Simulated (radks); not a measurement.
Task: Species: Rh3+. Configuration: [Kr] 4d6 (the NIST ground configuration). All-electron calculation, scalar-relativistic Kohn-Sham, LDA (Slater exchange, Perdew-Wang correlation), spin-polarised, spherical densities, point nucleus; open shells are filled with parallel spins first (spin-orbit coupling, left out, can overturn this in heavy ions). Program: a radial shooting solver on a logarithmic mesh with Libxc functionals. Some entries of the table are withheld. Estimate them.

orbital  occ.  eigenvalue (eV)  <r^2> (bohr^2)
1s up       1        -23045.73        0.001441
1s down     1        -23045.73        0.001441
2s up       1        -3373.785         0.02379
2s down     1        -3373.090         0.02379
2p up       3        -3029.442         0.01871
2p down     3        -3028.895         0.01871
3s up       1        -632.6289          0.1754
3s down     1        -632.1380          0.1752
3p up       3        -519.4759          0.1778
3p down     3        -518.9420          0.1776
3d up       5        -338.0383          0.1643
3d down     5        -337.3280          0.1640
4s up       1        -119.7518           1.071
4s down     1        -116.8419           1.067
4p up       3         -87.3961           1.294
4p down     3         -84.3947           1.293
4d up       5              (1)           2.186
4d down     1              (2)           2.253
5s up       0         -30.5918           6.479
5s down     0         -29.0376           6.823
5p up       0         -23.1820           8.692
5p down     0         -22.0451           9.264

Result: 
(1) 4d up eigenvalue (eV): -40.9228
(2) 4d down eigenvalue (eV): -37.9999
